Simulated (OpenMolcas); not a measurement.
Mn5+, Tc5+, Re5+: d2 down the group

```
Program             : OpenMolcas 26.06
Method              : CASSCF
Basis               : ANO-RCC-VQZP
Scalar Hamiltonian  : DKH2, point nucleus
Spin-orbit coupling : RASSI with atomic mean-field integrals over the reference wave functions, term energies averaged over their components
```

Active space for each ion: 2 electrons in 10 orbitals (d d).

Computed levels in cm-1 above 3F2:

```
                               Level   Mn5+   Tc5+   Re5+
                                 3F3    730   1960   7907
                                 3F4   1658   4207  14672
                                 1D2  18539  14359  18570
                                 3P0  21580  15420  16557
                                 3P1  21837  16219  21000
                                 3P2  22416  18284  29752
                                 1G4  28375  21725  28750
                                 1S0  67911  50235  56187
weight of 3F in the lowest level (%)    100     99     91
```

Mixed levels, with the weight of the term that names them: Re5+ 1D2 (51 %), Re5+ 3P2 (58 %).

Measured, with the error of the calculation in %. Measured levels: Mn5+ from Corliss and Sugar, J. Phys. Chem. Ref. Data 6, 1253 (1977).

```json
{"Level": "3F3", "Mn5+": "746 (-2.1)"}
{"Level": "3F4", "Mn5+": "1669 (-0.7)"}
{"Level": "1D2", "Mn5+": "15336 (+20.9)"}
{"Level": "3P0", "Mn5+": "17782 (+21.4)"}
{"Level": "3P1", "Mn5+": "18057 (+20.9)"}
{"Level": "3P2", "Mn5+": "18628 (+20.3)"}
{"Level": "1G4", "Mn5+": "25511 (+11.2)"}
```

The fine-structure level 3F4 changes by a factor of 8.85 from Mn5+ to Re5+.

Without spin-orbit coupling 1D lies 17666, 12518, 11557 cm-1 above 3F in that order; the difference to the level 1D2, of either sign, comes from spin-orbit coupling, which also lowers the zero.

Without dynamic correlation excited terms often stand tens of per cent too high (terms of higher spin than the ground term too low), and those without a measured partner can miss by more than the paired ones. Active for correlation alone: 4d; no level in the range computed is led by a configuration that fills it, so any true level of that kind is missing (holds for Mn5+). Active for correlation alone: 5d; no level in the range computed is led by a configuration that fills it, so any true level of that kind is missing (holds for Tc5+). Active for correlation alone: 6d; no level in the range computed is led by a configuration that fills it, so any true level of that kind is missing (holds for Re5+). Measured partners are found by configuration, term and J. A level has none where our copy of the source lacks it or the pairing is in doubt (some pairs that miss far off the trend of their configuration count as doubtful), and it then counts in no deviation. Levels of configurations outside the active space are missing.
